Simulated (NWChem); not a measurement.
Molecule: SnIF, singlet; SMILES [F][Sn][I]

```xyz
3

Sn     0.3171     1.2444     0.0000
F     -1.5612     1.7864     0.0000
I     -0.0340    -1.4773     0.0000
```
Atoms are numbered in this order, from 1.

Low-valent species are run as closed-shell singlets; no triplet was tried in these runs. Structure relaxed at the PBE0/def2-SVP level. No frequency run checked for a minimum. def2 effective core potentials on Sn, I; no spin-orbit coupling.

Symmetry labels are those of Cs in the frame above (b1 and b2, or b-type labels, depend on it).

### Question
List the 4 lowest vertical singlet excitations from CAM-B3LYP/def2-SVPD with def2 effective core potentials on Sn, I, TDA (NWChem).

### Answer
| state | energy (eV) | oscillator strength | symmetry | leading excitation (squared amplitude) |
|---|---|---|---|---|
| S1 | 3.49 | 0.010 | a" | HOMO → LUMO (0.99) |
| S2 | 3.71 | 0.015 | a" | HOMO−2 → LUMO (0.99) |
| S3 | 4.10 | 0.024 | a' | HOMO−1 → LUMO (0.90) |
| S4 | 5.34 | 0.018 | a' | HOMO → LUMO+1 (0.73) |
